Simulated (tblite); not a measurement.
Parent: `[CH3:1][O:2][CH2:3][C@@:4]1([C:5]#[N:6])[O:7][C@H:8]1[F:9]` with C1–O2–C3–C4 179°, O2–C3–C4–C5 66°, C5H6FNO2.

Computed geometry: GFN2-xTB, gas phase. One conformer each, not checked by frequencies here.

```
coordinate of the parent    value
                   C1–O2  1.408 Å
                   O2–C3  1.404 Å
                   C3–C4  1.520 Å
                   C4–C5  1.437 Å
                   C5≡N6  1.142 Å
                   C4–O7  1.416 Å
                   O7–C8  1.365 Å
                   C8–F9  1.346 Å
                   C4–C8  1.477 Å
                C1–O2–C3   113.0°
                O2–C3–C4   107.4°
                C3–C4–C5   115.1°
                C3–C4–O7   117.7°
                C3–C4–C8   119.8°
                C5–C4–O7   116.6°
                C5–C4–C8   118.6°
                O7–C4–C8    56.3°
                C4–C5–N6   179.4°
                C4–O7–C8    64.1°
                O7–C8–F9   116.3°
                C4–C8–O7    59.6°
                C4–C8–F9   118.4°
```

Q: How does the shared frame change in `[CH3:1][O:2][CH2:3][C@@:4]1([C:5]#[N:6])[O:7][C:8]1([F:9])[F:10]` with C1–O2–C3–C4 180°, O2–C3–C4–C5 70°, C5H5F2NO2? Atoms pair as C1 = C1, O2 = O2, C3 = C3, C4 = C4, C5 = C5, N6 = N6, O7 = O7, C8 = C8, F9 = F10 (parent first).

A: 
| parent | relative | value in the relative | change |
| --- | --- | --- | --- |
| C1–O2 | C1–O2 | 1.410 Å | +0.002 |
| O2–C3 | O2–C3 | 1.401 Å | -0.003 |
| C3–C4 | C3–C4 | 1.519 Å | -0.001 |
| C4–C5 | C4–C5 | 1.436 Å | -0.001 |
| C5≡N6 | C5≡N6 | 1.141 Å | -0.001 |
| C4–O7 | C4–O7 | 1.436 Å | +0.020 |
| O7–C8 | O7–C8 | 1.342 Å | -0.023 |
| C8–F9 | C8–F10 | 1.331 Å | -0.015 |
| C4–C8 | C4–C8 | 1.472 Å | -0.005 |
| C1–O2–C3 | C1–O2–C3 | 112.9° | -0.1 |
| O2–C3–C4 | O2–C3–C4 | 107.1° | -0.3 |
| C3–C4–C5 | C3–C4–C5 | 115.7° | +0.6 |
| C3–C4–O7 | C3–C4–O7 | 117.3° | -0.4 |
| C3–C4–C8 | C3–C4–C8 | 119.7° | -0.1 |
| C5–C4–O7 | C5–C4–O7 | 116.4° | -0.2 |
| C5–C4–C8 | C5–C4–C8 | 118.9° | +0.3 |
| O7–C4–C8 | O7–C4–C8 | 54.9° | -1.4 |
| C4–C5–N6 | C4–C5–N6 | 178.8° | -0.6 |
| C4–O7–C8 | C4–O7–C8 | 63.9° | -0.2 |
| O7–C8–F9 | O7–C8–F10 | 118.2° | +1.9 |
| C4–C8–O7 | C4–C8–O7 | 61.2° | +1.6 |
| C4–C8–F9 | C4–C8–F10 | 121.2° | +2.8 |

Of the parent's bonds, O7–C8 changes most (-0.023 Å). Bonds of the relative outside the shared frame: C8–F9 1.329 Å. Point group C1 → C1.

Q: How does the shared frame change in `[CH3:1][O:2][CH2:3][C@@:4]1([C:5]#[N:6])[CH2:7][O:8]1` with C1–O2–C3–C4 68°, O2–C3–C4–C5 46°, C5H7NO2? Atoms pair as C1 = C1, O2 = O2, C3 = C3, C4 = C4, C5 = C5, N6 = N6, O7 = O8, C8 = C7 (parent first).

A: 
```tsv
parent	relative	value in the relative	change
C1–O2	C1–O2	1.412 Å	+0.004
O2–C3	O2–C3	1.398 Å	-0.006
C3–C4	C3–C4	1.531 Å	+0.011
C4–C5	C4–C5	1.438 Å	+0.001
C5≡N6	C5≡N6	1.142 Å	0.000
C4–O7	C4–O8	1.405 Å	-0.011
O7–C8	O8–C7	1.393 Å	+0.028
C4–C8	C4–C7	1.475 Å	-0.002
C1–O2–C3	C1–O2–C3	114.0°	+1.0
O2–C3–C4	O2–C3–C4	113.5°	+6.1
C3–C4–C5	C3–C4–C5	114.7°	-0.4
C3–C4–O7	C3–C4–O8	117.7°	0.0
C3–C4–C8	C3–C4–C7	120.4°	+0.6
C5–C4–O7	C5–C4–O8	116.5°	-0.1
C5–C4–C8	C5–C4–C7	118.0°	-0.6
O7–C4–C8	O8–C4–C7	57.8°	+1.5
C4–C5–N6	C4–C5–N6	179.6°	+0.2
C4–O7–C8	C4–O8–C7	63.6°	-0.5
C4–C8–O7	C4–C7–O8	58.6°	-1.0
```

Of the parent's bonds, O7–C8 changes most (+0.028 Å). Point group C1 → C1.

Q: How does the shared frame change in `[CH3:1][O:2][CH2:3][CH2:4][C@@:5]1([C:6]#[N:7])[O:8][C@@H:9]1[F:10]` with C1–O2–C3–C4 81°, O2–C3–C4–C5 65°, C3–C4–C5–C6 77°, C6H8FNO2? Atoms pair as C3 = C4, C4 = C5, C5 = C6, N6 = N7, O7 = O8, C8 = C9, F9 = F10 (parent first).

A: 
| parent | relative | value in the relative | change |
| --- | --- | --- | --- |
| C3–C4 | C4–C5 | 1.519 Å | -0.001 |
| C4–C5 | C5–C6 | 1.437 Å | 0.000 |
| C5≡N6 | C6≡N7 | 1.142 Å | 0.000 |
| C4–O7 | C5–O8 | 1.420 Å | +0.004 |
| O7–C8 | O8–C9 | 1.366 Å | +0.001 |
| C8–F9 | C9–F10 | 1.347 Å | +0.001 |
| C4–C8 | C5–C9 | 1.476 Å | -0.001 |
| C3–C4–C5 | C4–C5–C6 | 114.5° | -0.6 |
| C3–C4–O7 | C4–C5–O8 | 117.9° | +0.2 |
| C3–C4–C8 | C4–C5–C9 | 120.8° | +1.0 |
| C5–C4–O7 | C6–C5–O8 | 116.4° | -0.2 |
| C5–C4–C8 | C6–C5–C9 | 118.5° | -0.1 |
| O7–C4–C8 | O8–C5–C9 | 56.2° | -0.1 |
| C4–C5–N6 | C5–C6–N7 | 177.9° | -1.5 |
| C4–O7–C8 | C5–O8–C9 | 63.9° | -0.2 |
| O7–C8–F9 | O8–C9–F10 | 116.4° | +0.1 |
| C4–C8–O7 | C5–C9–O8 | 59.8° | +0.2 |
| C4–C8–F9 | C5–C9–F10 | 119.5° | +1.1 |

Of the parent's bonds, C4–O7 changes most (+0.004 Å). Bonds of the relative outside the shared frame: C1–O2 1.409, O2–C3 1.406, C3–C4 1.538 Å. Point group C1 → C1.
